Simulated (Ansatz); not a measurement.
`FC(F)O[SiH3]` + `[OH][GaH2]` → `[SiH3][O][GaH2]` + `OC(F)F` at 500 K and 1 bar (ligand exchange at the Si–O bond).

Isolated molecules relaxed with PBE0-D4/def2-TZVP in Ansatz; ΔE leaves out vibrations. CCSD(T)/CBS adds triple-zeta CCSD(T) − MP2 to the extrapolated MP2 energy (def2 sets, frozen cores). For Ga outer-core shells are correlated without core-valence functions, which leaves a few kJ/mol of doubt a bond. Scalar relativity is left out up to krypton. Each species was taken in one conformer, which may not be the lowest.

```
          species  CCSD(T)/CBS energy (Eh)  H − E (kJ/mol)  S (J/(mol·K))
   `FC(F)O[SiH3]`               -604.32648           179.7          390.1
     `[OH][GaH2]`              -2000.92981            96.0          296.8
`[SiH3][O][GaH2]`              -2291.24790           151.4          384.6
         `OC(F)F`               -314.01610           125.4          309.8
```

H − E and S are ideal-gas, rigid-rotor, harmonic terms from PBE0-D4/def2-TZVP, for one conformer and one mirror image of each species. 1 Eh = 2625.50 kJ/mol, R = 8.31446 J/(mol·K).

Question: By hand: ΔE, ΔH, ΔS and ΔG.

Answer: ΔE = (-2291.24790) + (-314.01610) − (-604.32648) − (-2000.92981) = -0.00771 Eh = -20.2 kJ/mol. Δ(H − E) = 151.4 + 125.4 − 179.7 − 96.0 = 1.1, so ΔH = -19.1 kJ/mol. ΔS = 384.6 + 309.8 − 390.1 − 296.8 = 7.5 J/(mol·K). ΔG = -19.1 − 500 × (7.5)/1000 = -22.9 kJ/mol.

Question: By hand: the equilibrium constant, and the temperature at which ΔG would vanish if ΔH and ΔS stayed fixed.

Answer: log₁₀ K = −ΔG/(RT ln 10) = 2.4. ΔH and −TΔS have one sign here, so there is no such temperature.

The number of gas molecules stays the same, so ΔS is small and ΔH decides. A doubt of 5 kJ/mol in ΔE shifts log₁₀ K by 0.5 here. Other conformers and mirror images would add mixing entropy, several J/(mol·K) or more a flexible species. Modes under 60 cm⁻¹, often nearly free rotors, make the harmonic entropy too high. These are equilibria of isolated gas molecules and say nothing of rates. Largest T1 diagnostic: 0.015 (customary marks: 0.02 for closed shells, 0.045 for open ones).

ΔS is within the doubt of such terms, so its sign, and with it that verdict, could turn.
